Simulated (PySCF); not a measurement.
**Simulated absorption spectrum**

Species: C5H12Si.
Geometry (PBE0-D3(BJ)/def2-SVP, Å), atoms numbered from 1 in this order:
```
atom  x, y, z in Å
C1    -1.606   -0.433   -1.285
C2    -0.895    0.216   -0.098
C3    -1.754    0.184    1.166
Si4    0.806   -0.543    0.202
C5     2.298    0.123   -0.685
C6     2.210    0.517    0.806
H7    -1.014   -0.364   -2.210
H8    -2.580    0.050   -1.473
H9    -1.806   -1.501   -1.098
H10   -0.679    1.270   -0.350
H11   -1.953   -0.851    1.490
H12   -1.273    0.708    2.006
H13   -2.733    0.662    0.990
H14    0.799   -1.981    0.589
H15    3.114   -0.553   -0.964
H16    2.168    0.933   -1.412
H17    2.025    1.577    1.020
H18    2.969    0.090    1.470
```

Theory: TDDFT CAM-B3LYP/def2-SVPD, vertical, gas phase, core orbitals frozen in the response in PySCF.

Broadening: Gaussians 0.25 eV wide at half height, area fixed by f = 4.319×10⁻⁹ ∫ε dν̃. The width is an assumption, not a result. The curve ends short of the highest state used, and states not computed would add to its high-energy end.

λ (nm), ε (L mol⁻¹ cm⁻¹) and a bar:
```
    164.7       1207 ##
    165.4       1063 #
    166.1        948 #
    166.8        840 #
    167.5        722 #
    168.2        591 #
    168.9        455 #
    169.6        327 
    170.2        233 
    170.9        147 
    171.6         87 
    172.3         50 
    173.0         32 
    173.7         29 
    174.4         43 
    175.1         76 
    175.8        137 
    176.5        241 
    177.2        406 #
    177.9        657 #
    178.6       1029 #
    179.3       1567 ##
    180.0       2331 ###
    180.7       3396 ####
    181.4       4845 ######
    182.1       6747 #########
    182.8       9127 ############
    183.5      11929 ###############
    184.2      14988 ###################
    184.9      18025 #######################
    185.6      20685 ##########################
    186.3      22606 #############################
    187.0      23500 ##############################
    187.7      23229 ##############################
    188.4      21832 ############################
    189.1      19520 #########################
    189.8      16613 #####################
    190.5      13472 #################
    191.2      10420 #############
    191.9       7697 ##########
    192.6       5436 #######
    193.3       3677 #####
    194.0       2386 ###
    194.7       1487 ##
    195.4        892 #
    196.1        517 #
    196.8        289 
    197.5        157 
    198.2         83 
    198.9         43 
    199.6         21 
    200.3         10 
    201.0          5 
    201.7          2 
    202.3          1 
    203.0          1
```

Problem. Where are the band maxima, and which computed states make them?

Solution. 187 nm (6.62 eV), ε about 24000, made up of S2 (97%) (ε in L mol⁻¹ cm⁻¹; maxima over ε = 5, shares over 10%). At its high-energy end, 7.53 eV, the curve is still rising (ε about 1200, from S5, S6 and S7). The states used: S1 6.48 eV (f 0.0016); S2 6.62 eV (f 0.212); S3 6.78 eV (f 0.019); S4 6.88 eV (f 0.0018); S5 7.44 eV (f 0.0065); S6 7.67 eV (f 0.012); S7 7.68 eV (f 0.0039); S8 7.83 eV (f 0.0009); S9 7.85 eV (f 0.010); S10 8.13 eV (f 0.020).

Problem. Coming from long wavelengths, where does ε first pass 100 L mol⁻¹ cm⁻¹?

Solution. At about 198 nm (6.26 eV), 0.22 eV below S1.

Problem. What would ε be at 6.62 eV, the highest of these maxima, with half the width (0.125 eV)?

Solution. About 45700 L mol⁻¹ cm⁻¹ against 23500, a factor of about 1.9; a lone state at its own centre would give exactly 2.

Problem. On this curve, what absorbance would a 10⁻³ mol/L sample give at 193 nm over a 1 cm path?

Solution. 193 nm is 6.424 eV, where ε is about 4400 L mol⁻¹ cm⁻¹, so A = ε c l ≈ 4.4 (Beer–Lambert, with the gas-phase spectrum and the assumed width).

The vertical ionisation energy (ΔSCF) is 8.67 eV, 0.54 eV above S10.

One conformer stands for the species.

Without π bonds the low states are Rydberg-like; a valence basis with one diffuse set may place them up to an eV too high.
